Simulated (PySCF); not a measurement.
# Electron affinity of Sn by level of theory

Sn⁻ [Kr] 4d10 5s2 5p3 (4S) → Sn [Kr] 4d10 5s2 5p2 (3P), as a difference of total energies. Computed with PySCF 2.14 in aug-cc-pwCVTZ-DK3 (10s9p7d4f1g, 109 functions), with the spin-free X2C one-electron Hamiltonian (Gaussian nucleus). Correlated levels: valence: [Kr] 4d10 frozen. The calculations carry no spin-orbit coupling.

```tsv
method	electron affinity (eV)	plus first-order spin-orbit estimate	error of that sum (eV)
UHF	0.955	0.704	-0.408
MP2 (valence)	1.359	1.107	-0.005
SCS-MP2 (valence)	1.218	0.967	-0.145
CCSD (valence)	1.344	1.092	-0.020
CCSD(T) (valence)	1.388	1.136	+0.024
```

Reference: 1.112 eV (measured; photodetachment measurements, as compiled on the Wikipedia data page of electron affinities).

A first-order spin-orbit estimate (lowest level to lowest level, LS coupling) adds -0.252 eV.

Errors of the correlated levels include the incompleteness of this basis and the frozen core.
